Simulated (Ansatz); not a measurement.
Single points on Cu(AsH3)H (CuAsH₄).

```yaml
crystal:
  periodic: [false, false, false]
  atoms:
    - {symbol: Cu, position_ang: [0.001118, 0.010793, -1.713116]}
    - {symbol: As, position_ang: [-0.001434, -0.005502, 0.660723]}
    - {symbol: H, position_ang: [0.817514, -1.024241, 1.420733]}
    - {symbol: H, position_ang: [-1.289555, -0.211304, 1.425279]}
    - {symbol: H, position_ang: [0.468019, 1.206937, 1.432498]}
    - {symbol: H, position_ang: [0.004338, 0.023308, -3.226128]}
basis:
  gaussian: {orbitals: def2-TZVP, initial_orbitals: start.molden}
hamiltonian: {xc: pbe}
correlation: {method: rpa, frozen_orbitals: {As: 9, Cu: 9, H: 0}}
scf: {omitted_lower_state_checks: [starts]}
```

The file start.molden holds the orbitals of an earlier run on this structure, at another level or in another basis.

```sh
$ ansatz run in.yaml --threads 4 --pin off --events-out ev --progress --plain --max-ram 3916MiB
```

Shortened log:

```
Functional definition: PBE
996 factors; integrals over basis functions are off by at most 1.0e-3 eV
mean field evaluation 1: about -105531.0508 eV, gradient 1.1e1 eV
mean field evaluation 2: about -105531.2006 eV, gradient 3.8e-1 eV
mean field evaluation 4: about -105531.1986 eV, gradient 1.4e-3 eV
mean field -105531.19857508 eV, -3878.2000160185 hartree, gradient 1.6e-6 eV, S^2 0.000000; 0 other end points of the search recorded, 0 dependent functions left out
18 core orbitals not correlated: weight in the atoms' cores, before any rotation towards them, 1.000 or more for the frozen orbitals, at most 0.000 for the correlated occupied ones
reference -105453.56250257 eV, -3875.3469429775 hartree; 15, 15 occupied and 84, 84 virtual orbitals, 996 factors
Total energy: -105481.76909648 eV, -3876.3835161845 hartree
Checks for a lower state left out: starts
```

It took 1.6 s on 4 threads of Arm Neoverse V1 on a shared host.

The first input with `hamiltonian: {xc: {text: "exchange = 0.50*pbe_x + 0.50*exact_x\ncorrelation = pbe_c"}}`, `output: {orbitals: {seedname: orbitals}}` and without the key `correlation` (abridged; 1.2 s):

```
Functional definition: unnamed
mean field -105534.72712607 eV, -3878.3296878759 hartree, gradient 1.3e-5 eV, S^2 0.000000
Total energy: -105534.72714943 eV, -3878.3296887341 hartree
Checks for a lower state left out: starts
```

As the first input, with `hamiltonian: {xc: pbe0, dispersion: d4}`, `output: {orbitals: {seedname: orbitals}}` and without the key `correlation`, `scf` (abridged; 2 s):

```
Functional definition: PBE0
mean field evaluation 16: about -105532.5321 eV, gradient 1.4e-1 eV
mean field -105532.81662019 eV, -3878.2594780797 hartree, gradient 1.2e-5 eV, S^2 0.000000; 1 other end points of the search recorded, 0 dependent functions left out
Total energy: -105532.90186433 eV, -3878.2626107442 hartree
```

The first input with `hamiltonian: {xc: pbe, dispersion: d4}`, `output: {forces: true, orbitals: {seedname: orbitals}}` and without the key `correlation` (abridged; 1 s):

```
Functional definition: PBE
mean field -105531.19859322 eV, -3878.2000166851 hartree, gradient 1.7e-5 eV, S^2 0.000000
Total energy: -105531.29949774 eV, -3878.2037248578 hartree
Atom 0 force     0.000049    -0.001083     0.209889 eV/Å
Atom 1 force     0.000552     0.003916    -0.585142 eV/Å
Atom 2 force     0.099823    -0.124401     0.114899 eV/Å
Atom 3 force    -0.157088    -0.025233     0.115087 eV/Å
Atom 4 force     0.057147     0.147600     0.117339 eV/Å
Atom 5 force    -0.000484    -0.000800     0.027928 eV/Å
Dipole moment:    -0.001563    -0.007940     1.078087 e Å
Checks for a lower state left out: starts
```

The first input with `hamiltonian: {xc: {name: r2SCANh}, dispersion: d4}`, `output: {orbitals: {seedname: orbitals}}` and without the key `correlation` (abridged; 2 s):

```
Functional definition: r2SCANh
mean field -105545.64932953 eV, -3878.7310714497 hartree, gradient 1.4e-5 eV, S^2 0.000000
Total energy: -105545.67382483 eV, -3878.7319716352 hartree
Checks for a lower state left out: starts
```

As the first input, with `hamiltonian: {xc: {name: revPBE}, dispersion: d4}`, `output: {orbitals: {seedname: orbitals}}` and without the key `correlation` (abridged; 0.75 s):

```
Functional definition: revPBE
mean field -105539.69753680 eV, -3878.5123471009 hartree, gradient 2.0e-5 eV, S^2 0.000000
Total energy: -105539.97379910 eV, -3878.5224995534 hartree
Checks for a lower state left out: starts
```

First input, but with `gaussian: {orbitals: def2-TZVPD, initial_orbitals: start.molden}`, `hamiltonian: {xc: pbe, dispersion: d4}`, `output: {orbitals: {seedname: orbitals}}` and without the key `correlation` (abridged; 1 s):

```
Functional definition: PBE
mean field -105531.23958502 eV, -3878.2015231063 hartree, gradient 2.7e-5 eV, S^2 0.000000
Total energy: -105531.34049032 eV, -3878.2052313075 hartree
Checks for a lower state left out: starts
```

Geometry: B3LYP-D4/def2-TZVP.

Correlated methods freeze 18 core orbitals; core or outer-core shells of As are correlated, in sets that lack core-valence functions.
